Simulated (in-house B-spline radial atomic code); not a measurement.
Successive ionisation energies of rhenium; each step leads to the configuration of the next row (after the last: [Kr] 4d1). NIST's values go from ground level to ground level; the uncertainty of those that are theory runs from under 0.1 % in few-electron ions to several per cent in heavy many-electron ones. Computed with an all-electron radial atomic-structure program (B-spline basis): non-relativistic Hartree-Fock, average of the configuration, point nuclei.

This level leaves out relativity, spin-orbit splitting included, which matters for heavy ions.

```csv
ion,configuration,ionisation energy (eV),tabulated value (eV),computed minus tabulated (eV),highest orbital,largest mean radius (bohr)
Re26+,[Kr] 4d10 4f3,843.9,860,-16.1,4f,0.45497
Re27+,[Kr] 4d10 4f2,?,?,?,?,?
Re28+,[Kr] 4d10 4f1,947.8,953,-5.2,4f,0.44905
Re29+,[Kr] 4d10,1203.4,1194,9.4,4d,0.44608
Re30+,[Kr] 4d9,1254.2,1242,12.2,4d,0.4436
Re31+,[Kr] 4d8,1305.6,1294,11.6,4d,0.44134
Re32+,[Kr] 4d7,1357.7,1349,8.7,4d,0.43909
Re33+,[Kr] 4d6,1410.4,1402,8.4,4d,0.43686
Re34+,[Kr] 4d5,1463.6,1454,9.6,4d,0.43465
Re35+,[Kr] 4d4,?,?,?,?,?
Re36+,[Kr] 4d3,?,?,?,?,?
Re37+,[Kr] 4d2,1627.2,1641,-13.8,4d,0.4281
```

**Question.** Fill in the row of Re27+.

**Answer.** ionisation energy (eV): 895.3; tabulated value (eV): 910; computed minus tabulated (eV): -14.7; highest orbital: 4f; largest mean radius (bohr): 0.45201.

**Question.** Fill in the row of Re35+.

**Answer.** ionisation energy (eV): 1517.5; tabulated value (eV): 1530; computed minus tabulated (eV): -12.5; highest orbital: 4d; largest mean radius (bohr): 0.43245.

**Question.** Fill in the row of Re36+.

**Answer.** ionisation energy (eV): 1572.0; tabulated value (eV): 1583; computed minus tabulated (eV): -11.0; highest orbital: 4d; largest mean radius (bohr): 0.43027.
